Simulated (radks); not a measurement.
Q: Numerical settings for the krypton ion Kr3+, [Ar] 3d10 4s2 4p3. Calculated with a radial shooting solver on a logarithmic mesh with Libxc functionals: Dirac Kohn-Sham, LDA (Slater exchange, Perdew-Wang correlation), spin-unpolarised, spherical densities, point nucleus; open shells fill j = l - 1/2 first. The defaults (mesh step 0.008 in ln r, mesh end at 40 bohr or more with all orbitals vanishing there, Anderson mixing 0.5 over 9 steps, residual threshold near 1e-9 with the energy settled to 1e-9 hartree or 1e-11 of itself, here a cap of 100 iterations) give E = -2784.2582 hartree and 4p3/2 at -43.155 eV in 15 iterations. Run on one thread of a shared host, so times are rough (Intel(R) Xeon(R) Platinum 8488C): 0.15 s of CPU time, 0.15 s wall, 15 iterations on 2476 mesh points. One setting is changed at a time: mesh step in ln r 0.005; mesh step in ln r 0.2; mesh step in ln r 0.12; mesh end (bohr) 2; mesh end (bohr) 3; residual threshold 1e-05; residual threshold 0.01; mixing 1.5; linear mixing, mixing 0.5; linear mixing, mixing 1; mixing history 2; iteration cap 2. Which runs fail to converge, and which converge to a wrong energy?

A: Not converged within the cap: mesh step in ln r 0.2; mesh step in ln r 0.12; linear mixing, mixing 1; iteration cap 2. Settings that end as converged yet miss the energy by more than 1 mhartree: mesh end (bohr) 2 (+4.45 hartree); mesh end (bohr) 3 (+0.339 hartree).
